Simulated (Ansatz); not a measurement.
Basis-set extrapolation for C$_{2}$H$_{5}$AlO$_{2}$ (PBE0-D4/def2-TZVP geometry, frozen core, the Gaussian-basis code of Ansatz). Multiplicity 1, RHF reference.

```
                      def2-TZVPP   def2-QZVPP
                 HF  -470.388447  -470.406335
    MP2 correlation    -0.869668    -0.934171
CCSD(T) correlation    -0.936831      not run
```

Energies in hartree. Use E(X) = E(∞) + A·exp(−7.88·√X) for Hartree–Fock and E(X) = E(∞) + B·X^(−2.97) for correlation, with X = 3 and 4, and add CCSD(T) minus MP2 of the smaller set to the MP2 limit.

Q: What is the CCSD(T) energy at the basis-set limit?

A: HF limit: -470.406335 + (-0.017888) × 0.13774 = -470.40880. MP2 limit: -0.934171 + (-0.064503) × 0.74074 = -0.98195. Higher-order term: -0.936831 − (-0.869668) = -0.06716. Total: -471.45791 hartree, 348.2 kJ/mol below CCSD(T)/def2-TZVPP.
